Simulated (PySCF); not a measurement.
Molecular orbitals of GaB⁺

B2PLYP at R = 2.803 Å; basis Ga cc-pVTZ-PP with ECP10, B cc-pVTZ; scalar-relativistic core potentials; PySCF 2.14. State: ²Σ⁺ (doublet), unpaired electrons σ ↑. Only the outer orbitals are listed, counted within each symmetry, core potentials removing the inner ones.

| spin | orbital | occ. | ε (eV) | on Ga (%) | main shells (%) |
| --- | --- | --- | --- | --- | --- |
| α | 1δ | 1 | -33.00 | 100 | 100 Ga d |
| α | 1δ | 1 | -33.00 | 100 | 100 Ga d |
| α | 2π | 1 | -32.94 | 100 | 100 Ga d |
| α | 2π | 1 | -32.94 | 100 | 100 Ga d |
| α | 4σ | 1 | -32.94 | 100 | 100 Ga d |
| α | 5σ | 1 | -19.01 | 26 | 72 B s, 24 Ga s |
| α | 6σ | 1 | -16.61 | 67 | 67 Ga s, 27 B s |
| α | 7σ | 1 | -12.38 | 29 | 70 B p, 21 Ga p |
| α | 3π | 0 | -7.05 | 45 | 55 B p, 43 Ga p |
| α | 3π | 0 | -7.05 | 45 | 55 B p, 43 Ga p |
| α | 4π | 0 | -5.56 | 57 | 56 Ga p, 42 B p |
| β | 1δ | 1 | -33.00 | 100 | 100 Ga d |
| β | 1δ | 1 | -33.00 | 100 | 100 Ga d |
| β | 2π | 1 | -32.92 | 100 | 100 Ga d |
| β | 2π | 1 | -32.92 | 100 | 100 Ga d |
| β | 4σ | 1 | -32.90 | 100 | 100 Ga d |
| β | 5σ | 1 | -17.95 | 45 | 52 B s, 43 Ga s |
| β | 6σ | 1 | -15.62 | 56 | 55 Ga s, 45 B s |
| β | 3π | 0 | -6.90 | 51 | 49 Ga p, 49 B p |
| β | 3π | 0 | -6.90 | 51 | 49 Ga p, 49 B p |
| β | 7σ | 0 | -6.60 | 50 | 48 Ga p, 44 B p |

Question: Which are the highest filled and the lowest empty level, where do they sit, and how wide is the gap?

Answer: Highest filled α 7σ at -12.38 eV (in %: 70 B p, 21 Ga p); lowest empty α 3π at -7.05 eV (in %: 55 B p, 43 Ga p); the gap at B2PLYP is 5.33 eV.

- bond order (Mayer): 0.40
- ⟨S²⟩: 0.764
- charge on Ga (Mulliken, basis-dependent): 0.78
- charge on Ga (Löwdin, basis-dependent): 0.66
- dipole moment (positive dipole points towards B; it is taken about the centre of mass and depends on that origin): 2.13 D

Correlated steps freeze 5 core orbitals. Spin–orbit coupling is left out. B2PLYP dipoles, levels and charges come from its SCF part alone. The state was picked by a PBE0 search and need not be the measured ground state.
